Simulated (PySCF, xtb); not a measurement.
CH₃Cl₃Si, SMILES C[Si](Cl)(Cl)Cl (connectivity only; charge and spin as stated), charge +1, multiplicity 2.

Harmonic wavenumbers (cm⁻¹) from GFN2-xTB (xtb) at its own minimum, in rising order: 107, 108, 139, 140, 153, 188, 387, 457, 529, 529, 760, 761, 1221, 1361, 1361, 3030, 3068, 3068.

What does B3LYP-D3(BJ)/def2-SVP (PySCF) give at its own minimum? (Estimate from the structure and the level; the computed values follow.)

131, 132, 174, 180, 180, 223, 350, 436, 548, 548, 658, 658, 1118, 1372, 1372, 3040, 3222, 3222. Paired by order, the mean absolute difference is 52 cm⁻¹ and the zero-point energies are 24.8 and 25.1 kcal/mol.
